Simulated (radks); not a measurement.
Results of a calculation; reference values are marked as such.
Task: These are the eigenvalues of the occupied orbitals of an atom or ion with whole-number occupations (hartree). Code: a radial shooting solver on a logarithmic mesh with Libxc functionals. Model: non-relativistic Kohn-Sham, AM05, spin-polarised, spherical densities, point nucleus.

orbital  eigenvalue
1s        -16.44933
2s         -2.48874

Which element is it, and in what charge state? The configuration may be excited. Open shells, if any, are filled with parallel spins first.

Result: Z = 7, nitrogen, charge +3: N3+ in [He] 2s2. The 1s level, -16.449 hartree, gives Z - s = 5.7 by -(Z - s)^2/2, which with screening narrows Z to a few neighbours, and with so few levels the electron count can be read from the list.
